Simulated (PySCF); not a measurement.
C6H14O3, SMILES COCCOCCOC. The structure is a stationary point at PBE0-D3(BJ)/def2-SVP. Other conformers were not sampled.

Computed equilibrium geometry at PBE0-D3(BJ)/def2-SVP (PySCF confirms it by a frequency run) as bond lengths and angles (one conformer of several):
Atoms: C1 O2 C3 C4 O5 C6 C7 O8 C9 H10 H11 H12 H13 H14 H15 H16 H17 H18 H19 H20 H21 H22 H23. Bonded distances (Å): C1–O2 1.395, C1–H10 1.099, C1–H11 1.107, C1–H12 1.108, O2–C3 1.399, C3–C4 1.527, C3–H13 1.109, C3–H14 1.102, C4–O5 1.399, C4–H15 1.102, C4–H16 1.108, O5–C6 1.399, C6–C7 1.511, C6–H17 1.108, C6–H18 1.107, C7–O8 1.394, C7–H19 1.110, C7–H20 1.110, O8–C9 1.392, C9–H21 1.109, C9–H22 1.099, C9–H23 1.109. Angles (°): O2–C1–H10 107.6, O2–C1–H11 113.2, O2–C1–H12 111.8, H10–C1–H11 107.9, H10–C1–H12 108.4, H11–C1–H12 107.8, C1–O2–C3 114.8, O2–C3–C4 112.3, O2–C3–H13 111.7, O2–C3–H14 106.7, C4–C3–H13 108.9, C4–C3–H14 109.8, H13–C3–H14 107.2, C3–C4–O5 112.5, C3–C4–H15 109.8, C3–C4–H16 109.1, O5–C4–H15 106.6, O5–C4–H16 111.5, H15–C4–H16 107.2, C4–O5–C6 115.2, O5–C6–C7 107.8, O5–C6–H17 111.2, O5–C6–H18 112.6, C7–C6–H17 109.4, C7–C6–H18 108.7, H17–C6–H18 107.0, C6–C7–O8 108.2, C6–C7–H19 109.2, C6–C7–H20 109.3, O8–C7–H19 111.6, O8–C7–H20 111.7, H19–C7–H20 106.8, C7–O8–C9 113.5, O8–C9–H21 112.0, O8–C9–H22 108.0, O8–C9–H23 112.0, H21–C9–H22 108.5, H21–C9–H23 107.7, H22–C9–H23 108.5.
